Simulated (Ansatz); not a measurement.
Ge₁₀H₁₆⁺, a cluster cut from cubic germanium. Charge 1, multiplicity 2. Geometry PBE-D4/def2-SVP, that of the neutral singlet; atoms count from 1.

| atom | x (Å) | y (Å) | z (Å) |
| --- | --- | --- | --- |
| Ge1 | 0.4828 | 1.9376 | 1.9952 |
| Ge2 | -0.9466 | -1.7885 | 1.9693 |
| Ge3 | -2.6179 | 1.0041 | -0.3437 |
| Ge4 | 0.9456 | 1.7900 | -1.9685 |
| Ge5 | -0.4802 | -1.9364 | -1.9964 |
| Ge6 | 2.6147 | -1.0057 | 0.3440 |
| Ge7 | -1.5444 | 0.5792 | 1.8137 |
| Ge8 | 2.0264 | 1.3642 | 0.1851 |
| Ge9 | 0.5930 | -2.3719 | 0.1592 |
| Ge10 | -1.0801 | 0.4304 | -2.1585 |
| H11 | 1.1661 | 1.6831 | 3.3713 |
| H12 | 0.1159 | 3.4491 | 1.9190 |
| H13 | -0.2749 | -2.0732 | 3.3452 |
| H14 | -2.2298 | -2.6659 | 1.8760 |
| H15 | -3.0221 | 2.5045 | -0.4468 |
| H16 | -3.9163 | 0.1527 | -0.4639 |
| H17 | 0.5837 | 3.2998 | -2.0888 |
| H18 | 1.9245 | 1.4417 | -3.1286 |
| H19 | -1.7562 | -2.8172 | -2.1408 |
| H20 | 0.4914 | -2.3138 | -3.1535 |
| H21 | 3.3189 | -1.2842 | 1.7047 |
| H22 | 3.6110 | -1.3807 | -0.7926 |
| H23 | -2.5270 | 0.9482 | 2.9693 |
| H24 | 3.3178 | 2.2332 | 0.3041 |
| H25 | 0.9710 | -3.8832 | 0.2593 |
| H26 | -1.7673 | 0.7029 | -3.5334 |

Single mean-field runs in def2-TZVP are fitted with def2-universal-jkfit.

**Question.** Estimate the Mulliken populations from the PBE0/def2-TZVP orbitals of Ansatz.

**Answer.** 
```json
{"atom": "Ge1", "charge (e)": "0.03", "spin (α − β)": "0.05"}
{"atom": "Ge2", "charge (e)": "0.03", "spin (α − β)": "0.05"}
{"atom": "Ge3", "charge (e)": "0.04", "spin (α − β)": "0.06"}
{"atom": "Ge4", "charge (e)": "0.03", "spin (α − β)": "0.04"}
{"atom": "Ge5", "charge (e)": "0.03", "spin (α − β)": "0.05"}
{"atom": "Ge6", "charge (e)": "0.04", "spin (α − β)": "0.06"}
{"atom": "Ge7", "charge (e)": "-0.16", "spin (α − β)": "0.08"}
{"atom": "Ge8", "charge (e)": "-0.16", "spin (α − β)": "0.08"}
{"atom": "Ge9", "charge (e)": "-0.16", "spin (α − β)": "0.09"}
{"atom": "Ge10", "charge (e)": "-0.16", "spin (α − β)": "0.08"}
{"atom": "H11", "charge (e)": "0.08", "spin (α − β)": "0.01"}
{"atom": "H12", "charge (e)": "0.08", "spin (α − β)": "0.01"}
{"atom": "H13", "charge (e)": "0.08", "spin (α − β)": "0.01"}
{"atom": "H14", "charge (e)": "0.08", "spin (α − β)": "0.01"}
{"atom": "H15", "charge (e)": "0.09", "spin (α − β)": "0.03"}
{"atom": "H16", "charge (e)": "0.09", "spin (α − β)": "0.03"}
{"atom": "H17", "charge (e)": "0.08", "spin (α − β)": "0.01"}
{"atom": "H18", "charge (e)": "0.08", "spin (α − β)": "0.01"}
{"atom": "H19", "charge (e)": "0.08", "spin (α − β)": "0.01"}
{"atom": "H20", "charge (e)": "0.08", "spin (α − β)": "0.01"}
{"atom": "H21", "charge (e)": "0.09", "spin (α − β)": "0.03"}
{"atom": "H22", "charge (e)": "0.09", "spin (α − β)": "0.03"}
{"atom": "H23", "charge (e)": "0.11", "spin (α − β)": "0.04"}
{"atom": "H24", "charge (e)": "0.11", "spin (α − β)": "0.04"}
{"atom": "H25", "charge (e)": "0.11", "spin (α − β)": "0.04"}
{"atom": "H26", "charge (e)": "0.11", "spin (α − β)": "0.04"}
```
Mulliken values depend strongly on the basis.

**Question.** Where does the spin sit?

**Answer.** Summed by element: Ge 0.63, H 0.37, of 1 unpaired in all. Largest on single atoms: Ge9 0.09, Ge7 0.08, Ge10 0.08.

**Question.** And the Mayer bond orders between heavy atoms (over 0.3)?

**Answer.** Ge1–Ge7 0.81 (2.45 Å); Ge1–Ge8 0.81 (2.45 Å); Ge2–Ge7 0.81 (2.45 Å); Ge2–Ge9 0.81 (2.45 Å); Ge3–Ge7 0.82 (2.45 Å); Ge3–Ge10 0.82 (2.45 Å); Ge4–Ge8 0.81 (2.45 Å); Ge4–Ge10 0.81 (2.45 Å); Ge5–Ge9 0.81 (2.45 Å); Ge5–Ge10 0.81 (2.45 Å); Ge6–Ge8 0.82 (2.45 Å); Ge6–Ge9 0.82 (2.45 Å).
